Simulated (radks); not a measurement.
Results of a calculation; reference values are marked as such.
Q: The terbium ion Tb3+, configuration [Xe] 4f8 (the NIST ground configuration). Code: a radial shooting solver on a logarithmic mesh with Libxc functionals. Model: scalar-relativistic Kohn-Sham, OLYP, spin-polarised, spherical densities, finite nucleus; open shells are filled with parallel spins first (spin-orbit coupling, left out, can overturn this in heavy ions); Fermi nuclear charge, rms radius 5.06 fm. Some entries of the table are withheld. Estimate them.

orbital,occ.,eigenvalue (eV),r(max) (bohr),<r> (bohr)
1s up,1,-51878.42,0.01365,0.02151
1s down,1,-51878.42,0.01365,0.02151
2s up,1,-8632.288,0.07751,0.09151
2s down,1,-8632.213,0.07751,0.09150
2p up,3,-7675.867,0.06280,0.08089
2p down,3,-7675.815,0.06280,0.08088
3s up,1,-1941.901,0.2198,0.2394
3s down,1,-1939.282,0.2197,0.2392
3p up,3,-1646.863,0.2158,0.2382
3p down,3,-1644.244,0.2157,0.2379
3d up,5,-1262.389,0.1763,0.2165
3d down,5,-1260.391,0.1762,0.2162
4s up,1,-412.7934,0.5044,0.5408
4s down,1,-407.1064,0.5043,0.5408
4p up,3,-315.4707,0.5266,0.5725
4p down,3,-309.8367,0.5265,0.5726
4d up,5,-181.8999,0.5458,0.6207
4d down,5,-176.2777,0.5458,0.6216
5s up,1,-77.8523,1.165,1.287
5s down,1,-74.9558,1.179,1.309
5p up,3,-53.6997,1.313,1.486
5p down,3,-51.6490,1.335,1.517
4f up,7,(1),(2),0.8118
4f down,1,(3),(4),0.8484
5d up,0,-25.2034,1.739,2.147
5d down,0,-24.4128,1.788,2.212
6s up,0,-23.6225,2.922,3.104
6s down,0,-23.2276,2.965,3.143
6p up,0,-18.3410,(5),3.582
6p down,0,-18.0283,(6),3.627

A: 
(1) 4f up eigenvalue (eV): -36.5842
(2) 4f up r(max) (bohr): 0.5482
(3) 4f down eigenvalue (eV): -31.4690
(4) 4f down r(max) (bohr): 0.5515
(5) 6p up r(max) (bohr): 3.371
(6) 6p down r(max) (bohr): 3.417
